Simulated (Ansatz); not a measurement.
```xyz
8

H     1.3095    0.0000    0.3589
H     0.0000    1.3095    0.3589
H    -1.3095    0.0000    0.3589
H     0.0000   -1.3095    0.3589
H     1.3095    0.0000   -0.3589
H     0.0000    1.3095   -0.3589
H    -1.3095    0.0000   -0.3589
H     0.0000   -1.3095   -0.3589
```

Basis set: 6-31G (spherical functions). All electrons are correlated. Charge 0, multiplicity 1.

Computed with Ansatz (development build ahead of 0.2.0); each method stands on the lowest determinant of its kind that the runs found. Restricted open shells among the atoms or ions are ROHF, correlated in semicanonical orbitals with singles.

Give the atomization energy at this shape (free ground-state atoms in the same class of orbitals less the molecule, no zero-point energy) of singlet H₈ by RHF-MP2, RHF.

| method | atomization energy |
| --- | --- |
| RHF-MP2 | 322.66 kcal/mol |
| RHF | 276.55 kcal/mol |

Caution: the shape is not the minimum.

This basis has no polarisation functions and is too small for such energies, which can lie far from measured ones in either direction.
